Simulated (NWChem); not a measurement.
System: SiH3SeBr; SMILES [SiH3][Se]Br

Computed with NWChem. Pople sets run with spherical d functions. Coordinates come from a PBE-D3(BJ)/def2-SVP optimisation. B3LYP is NWChem's, with the RPA form of VWN correlation. Vertical excitations in the gas phase; the lowest state need not have the same character in each row.

```tsv
level	lowest excitation, singlet (eV)	oscillator strength of that lowest state	orbital gap (eV)
PBE/6-31G*, full TDDFT	2.38	0.000	2.05
B3LYP/6-31G*, full TDDFT	2.47	0.000	3.63
LRC-wPBEh/6-31G*, full TDDFT	2.60	0.000	7.58
CAM-B3LYP/6-31G*, full TDDFT	2.55	0.000	6.45
```
